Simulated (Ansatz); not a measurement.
C$_{2}$H$_{10}$AlNSi, relaxed with RKS PBE-D4/def2-SVP in the Gaussian-basis code of Ansatz from a rough embedded geometry. The force threshold is 0.03 eV/Å; the program also tests the step.

Charge 0, multiplicity 1. The bonds changed during the relaxation, so this is another structure than the one it started from.

Start:

```xyz
15

C     1.859   -1.205   -1.314
N     0.700   -0.414   -0.979
C     0.984    0.303    0.245
Al   -0.577    1.460    0.789
Si   -2.704    0.598    1.058
H     1.611   -1.776   -2.325
H     2.111   -1.973   -0.573
H     2.701   -0.583   -1.560
H    -0.065   -1.117   -0.801
H     1.905    0.910    0.176
H     1.148   -0.442    1.106
H    -0.298    3.046    0.884
H    -3.117   -0.096   -0.231
H    -3.616    1.656    1.350
H    -2.642   -0.368    2.174
```

**Question.** By how much does the energy fall, and how many steps does the optimiser take? (An estimate is asked.)

**Answer.** Computed: 1.14 eV, in 29 steps, 1 of them rejected.

**Question.** Which bonds change most? (An estimate is asked.)

**Answer.** Computed: N2–Al4 from 2.876 to 2.044 Å; Al4–Si5 from 2.311 to 2.454 Å; Si5–H14 from 1.426 to 1.512 Å; C1–H6 from 1.187 to 1.108 Å.

**Question.** Give the relaxed structure. (Estimate.)

**Answer.** Computed: 
```xyz
15

C     1.627   -0.813   -1.355
N     0.660   -0.566   -0.282
C     1.139    0.210    0.933
Al   -0.380    1.155    0.086
Si   -2.630    0.536    0.845
H     1.122   -1.293   -2.216
H     2.471   -1.455   -1.017
H     2.040    0.155   -1.701
H     0.193   -1.437   -0.001
H     2.171    0.574    0.772
H     1.084   -0.394    1.858
H    -0.030    2.245   -1.036
H    -3.665    0.480   -0.257
H    -3.194    1.453    1.906
H    -2.607   -0.849    1.465
```
